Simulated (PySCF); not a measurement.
A PySCF script (with the pyscf-properties extension) for the NMR shieldings of `CC(C)[Si@H]1N[SiH2]C[SiH2]1`, C4H15NSi3, on a GFN2-xTB geometry:

```python
import basis_set_exchange as bse
import numpy as np
from pyscf import gto, dft
from pyscf.prop import nmr

atoms = """
C    -2.651596   -0.916277    0.719344
C    -1.764491   -0.325544   -0.371474
C    -1.690522    1.192191   -0.230895
Si   -0.013325   -1.104028   -0.318643
N     1.001677   -0.379637   -1.539157
Si    2.321904    0.701354   -1.239354
C     2.609161    0.585489    0.638468
Si    1.270498   -0.483357    1.491744
H    -2.233146   -0.710725    1.703375
H    -3.653750   -0.489795    0.681068
H    -2.735957   -1.995059    0.605685
H    -2.229558   -0.549346   -1.338268
H    -2.681349    1.639786   -0.309551
H    -1.059577    1.618893   -1.007816
H    -1.270454    1.465710    0.735766
H    -0.155652   -2.527086   -0.689629
H     0.738939   -0.503051   -2.502857
H     1.964909    2.071919   -1.643236
H     3.482843    0.249415   -2.016734
H     3.595348    0.166285    0.828767
H     2.629961    1.587344    1.063447
H     1.919247   -1.586953    2.218827
H     0.600139    0.319454    2.531202
"""
names = dict.fromkeys(["C", "Si", "N", "H"], "pcSseg-1")
basis = {el: gto.basis.parse(bse.get_basis(n, elements=[el], fmt="nwchem")) for el, n in names.items()}
mol = gto.M(atom=atoms, basis=basis, charge=0, verbose=0)
mf = dft.RKS(mol, xc="PBE0")
mf.grids.level = 2
mf.grids.alignment = dft.numint.BLKSIZE   # the property module wants whole blocks of grid points
mf.conv_tol = 1e-9
mf.kernel()

calc = nmr.RKS(mf)   # GIAO
C = mf.mo_coeff
Co = C[:, mf.mo_occ > 0]
resp = mf.gen_response(singlet=True, hermi=2)
def vind(x):   # induced exchange potential for any number of trial vectors
    d = np.einsum("pi,xij,qj->xpq", C, 2 * x.reshape(-1, C.shape[1], Co.shape[1]), Co, optimize=True)
    return np.einsum("xpq,pi,qj->xij", resp(d - d.transpose(0, 2, 1)), C, Co, optimize=True).ravel()
mo1, _ = nmr.rhf.solve_mo1(calc, with_cphf=vind)
sigma = calc.kernel(mo1)
for i, s in enumerate(sigma):   # ppm
    print("%2d %-2s %9.2f" % (i, mol.atom_pure_symbol(i), np.trace(s) / 3))
```

Task: Give the expected output.

Result: 
```
 0 C     168.79
 1 C     165.19
 2 C     167.30
 3 Si    361.26
 4 N     239.27
 5 Si    369.08
 6 C     204.06
 7 Si    430.65
 8 H      31.22
 9 H      30.54
10 H      30.61
11 H      30.63
12 H      30.57
13 H      30.31
14 H      31.14
15 H      26.52
16 H      32.02
17 H      26.54
18 H      26.53
19 H      31.43
20 H      31.57
21 H      27.70
22 H      27.53
```

These numbers come from an equivalent density-fitted implementation of the same equations, which agrees with the script to about 0.01 ppm for H and up to a few tenths of a ppm for heavy atoms, so last digits may differ.

Task: Turn these shieldings into chemical shifts. δ = σ(ref) − σ, references computed at the same level: TMS for $^{13}$C (σ = 186.93 ppm) and $^{29}$Si (σ = 349.16 ppm) and $^{1}$H (σ = 31.72 ppm); NH3 for $^{15}$N (σ = 267.73 ppm).

Result: Averaging equivalent atoms: C 1: 21.7; C 2: 19.6; C 0: 18.1; C 6: -17.1; Si 3: -12.1; Si 5: -19.9; Si 7: -81.5; N 4: 28.5; H 15: 5.20; H 18: 5.19; H 17: 5.18; H 22: 4.18; H 21: 4.02; H 11: 1.09; H 12/13/14: 1.04; H 8/9/10: 0.93; H 19: 0.29; H 20: 0.15; H 16: -0.30 ppm. Experimental scales use liquid or dissolved standards, which lie at an offset from isolated NH3 (liquid NH3: subtract about 20 ppm).

Size and cost of the density-fitted run: 232 basis functions, 97 s wall time on 1 thread of an Arm Neoverse N1, shared host; peak memory 1.1 GiB.
